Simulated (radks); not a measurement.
Results of a calculation; reference values are marked as such.
Question: Cd3+, configuration [Kr] 4d9. Code: a radial shooting solver on a logarithmic mesh with Libxc functionals. Model: Dirac Kohn-Sham, BLYP, spin-unpolarised, spherical densities, point nucleus; open shells are shared between the two j in proportion to 2j + 1. Some entries of the table are withheld. Estimate them.

| orbital | occ. | eigenvalue (eV) | <r^2> (bohr^2) |
|---|---|---|---|
| 1s1/2 | 2 | -26550.16 | 0.001249 |
| 2s1/2 | 2 | -3971.390 | 0.02037 |
| 2p1/2 | 2 | -3699.963 | (1) |
| 2p3/2 | 4 | -3507.396 | (2) |
| 3s1/2 | 2 | -769.2210 | 0.1468 |
| 3p1/2 | 2 | (3) | (4) |
| 3p3/2 | 4 | (5) | (6) |
| 3d3/2 | 4 | (7) | 0.1318 |
| 3d5/2 | 6 | (8) | 0.1344 |
| 4s1/2 | 2 | -141.2124 | 0.8675 |
| 4p1/2 | 2 | (9) | 0.9928 |
| 4p3/2 | 4 | (10) | 1.057 |
| 4d3/2 | 3.6 | (11) | 1.685 |
| 4d5/2 | 5.4 | (12) | 1.725 |

Answer: 
(1) 2p1/2 <r^2> (bohr^2): 0.01519
(2) 2p3/2 <r^2> (bohr^2): 0.01651
(3) 3p1/2 eigenvalue (eV): -660.4611
(4) 3p1/2 <r^2> (bohr^2): 0.1420
(5) 3p3/2 eigenvalue (eV): -626.0732
(6) 3p3/2 <r^2> (bohr^2): 0.1509
(7) 3d3/2 eigenvalue (eV): -433.5181
(8) 3d5/2 eigenvalue (eV): -426.5283
(9) 4p1/2 eigenvalue (eV): -106.1577
(10) 4p3/2 eigenvalue (eV): -100.2187
(11) 4d3/2 eigenvalue (eV): -46.1486
(12) 4d5/2 eigenvalue (eV): -45.3743
